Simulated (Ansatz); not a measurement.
A search over several starts for the lowest SCF solution of the cluster In₂N⁺ at the given spin, in a small basis.

```yaml
crystal:
  periodic: [false, false, false]
  atoms:
    - {symbol: In, position_ang: [-0.405409, -1.924858, 0.283732]}
    - {symbol: In, position_ang: [0.400114, 1.926179, -0.282270]}
    - {symbol: N, position_ang: [0.005305, -0.001321, -0.001462]}
basis:
  gaussian: {orbitals: def2-SVP}
total_charge: 1
hamiltonian: {xc: pbe0, dispersion: d4}
output: {orbitals: {seedname: orbitals}}
```

```sh
$ ansatz run in.yaml --threads 4 --pin off --events-out ev --progress --plain --max-ram 3916MiB
```

It prints (some lines left out):

```
Functional definition: PBE0
818 factors; integrals over basis functions are off by at most 4.3e-4 eV
mean field evaluation 1: about -11788.6439 eV, gradient 1.2e2 eV
mean field evaluation 2: about -11636.7394 eV, gradient 1.6e2 eV
mean field evaluation 4: about -11821.9876 eV, gradient 4.0e1 eV
mean field evaluation 8: about -11825.6997 eV, gradient 4.8e-1 eV
mean field evaluation 16: about -11825.7208 eV, gradient 1.2e-4 eV
mean field -11825.72082640 eV, -434.5872246087 hartree, gradient 1.5e-5 eV, S^2 0.000000; 2 other end points of the search recorded, 0 dependent functions left out
reference -11825.72085410 eV, -434.5872256267 hartree; 24, 24 occupied and 42, 42 virtual orbitals, 818 factors
Total energy: -11825.81774816 eV, -434.5907864177 hartree
```

Hardware: 4 threads of Arm Neoverse V2 on a shared host. Wall time 0.65 s.

In the def2 sets In takes a core potential; there is no spin–orbit coupling. The restricted singlet is unstable towards broken spin symmetry in Hartree–Fock (as tested in another run); at PBE0-D4/def2-SVP this wasn't settled. At PBE0-D4/def2-TZVP a triplet of charge 1 lies 0.40 eV below the restricted singlet at the same geometry. The structure comes from a short search, and lower isomers may exist.
